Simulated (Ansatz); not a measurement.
A made-up structure of B2H3ClO, singlet:

```tsv
atom	x (Å)	y (Å)	z (Å)
B1	-0.0010	0.9495	-0.5866
O2	-0.1637	0.0467	0.0034
B3	-0.1636	-0.8662	0.5676
Cl4	1.4601	-1.5959	0.6965
H5	-0.1316	0.7453	-1.7899
H6	0.2498	1.9236	0.1171
H7	-1.2501	-1.2030	0.9918
```

It is relaxed with PBE-D4/def2-SVP and then PBE0-D4/def2-TZVP (Ansatz 0.2.0). Atoms count as bonded within 1.22 times the sum of their covalent radii (H–H: 0.88 Å). The end point is not checked to be a true minimum.

Task: Does its bonding change? (Judge from chemistry; the calculation decides.)

Result: By the calculation: No: no bond forms or breaks.

Where it ends: The first stage lowers the energy by 5.94 eV in 6 steps. It ends as B₂H₃ClO ([BH2][O][BH][Cl]):
```
atom    x (Å)    y (Å)    z (Å)
  B1  -0.0093   1.1727  -0.7228
  O2  -0.1522   0.0545  -0.0035
  B3  -0.1439  -1.0731   0.6914
 Cl4   1.3657  -1.9422   0.9291
  H5  -0.1335   1.1039  -1.9107
  H6   0.2194   2.1949  -0.1450
  H7  -1.1461  -1.5107   1.1615
```

Labels in which every atom is bracketed show which atoms are joined, not bond orders.

For scale, one of the runs: PBE0-D4/def2-TZVP relaxation, 148 basis functions, launched by `ansatz run in.yaml --threads 2 --pin off --events-out ev --progress --plain --max-ram 4352MiB`. Hardware: 2 CPU threads of an Arm Neoverse V2, shared host. Wall time about 17 s.
